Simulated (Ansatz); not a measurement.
Start from `C[O][Ga]([CH3])[F]` and change one element to get `C[S][Ga]([CH3])[F]`.

Ansatz, PBE0-D4/def2-TZVP geometries, multiplicity 1. Each molecule was computed in one conformer, which needn't be the lowest.

Scalar relativity is left out up to krypton.

```
                             property  `C[O][Ga]([CH3])[F]`
    LUMO energy (PBE/def2-TZVPP) / eV                 -1.27
 HOMO–LUMO gap (PBE0/def2-TZVPP) / eV                  7.67
   HOMO energy (PBE0/def2-TZVPP) / eV                 -8.02
   LUMO energy (PBE0/def2-TZVPP) / eV                 -0.35
HOMO energy (ωB97M-V/def2-TZVPP) / eV                -10.44
LUMO energy (ωB97M-V/def2-TZVPP) / eV                  1.29
```

Q: Give the same properties after the change, and the shifts. (An estimate is asked.)

A: Computed: 
| property | `C[S][Ga]([CH3])[F]` | shift |
| --- | --- | --- |
| LUMO energy (PBE/def2-TZVPP) / eV | -1.43 | -0.16 |
| HOMO–LUMO gap (PBE0/def2-TZVPP) / eV | 6.57 | -1.10 |
| HOMO energy (PBE0/def2-TZVPP) / eV | -7.23 | 0.79 |
| LUMO energy (PBE0/def2-TZVPP) / eV | -0.65 | -0.30 |
| HOMO energy (ωB97M-V/def2-TZVPP) / eV | -9.41 | 1.03 |
| LUMO energy (ωB97M-V/def2-TZVPP) / eV | 1.03 | -0.26 |

With PBE0 the HOMO rises by 0.79 eV and the LUMO falls by 0.30 eV, so the gap narrows by about 1.09 eV. PBE moves the HOMO by 0.47 eV and ωB97M-V by 1.03 eV.
